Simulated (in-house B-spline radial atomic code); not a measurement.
**The strontium ion Sr⁸⁺: [Ar] 3d10 4s2**

Level of theory: non-relativistic PBE0, spin-polarised, spherical fractional occupations, exact exchange averaged over the configuration, point nucleus; calculated with a radial B-spline atomic code at the basis-set limit.

Effective charges: Z_r = [3n² - l(l+1)]/(2<r>) from the radius, Z_e = n√(-2ε) from the energy, and Slater's rules. Values are occupation-weighted means over spin.

| shell | electrons | ε (eV) | <r> (bohr) | Z_r | Z_e | Slater |
| --- | --- | --- | --- | --- | --- | --- |
| 1s | 2 | -15814 | 0.04018 | 37.33 | 34.09 | 37.70 |
| 2s | 2 | -2240.8 | 0.1768 | 33.93 | 25.67 | 33.85 |
| 2p | 6 | -2051.8 | 0.1522 | 32.85 | 24.56 | 33.85 |
| 3s | 2 | -460.06 | 0.5002 | 26.99 | 17.44 | 26.75 |
| 3p | 6 | -390.16 | 0.4997 | 25.01 | 16.07 | 26.75 |
| 3d | 10 | -264.12 | 0.4886 | 21.49 | 13.22 | 16.85 |
| 4s | 2 | -149.79 | 1.223 | 19.62 | 13.27 | 12.35 |

The least bound orbital is 4s at -149.8 eV, and it is also the most diffuse (<r> = 1.223 bohr).
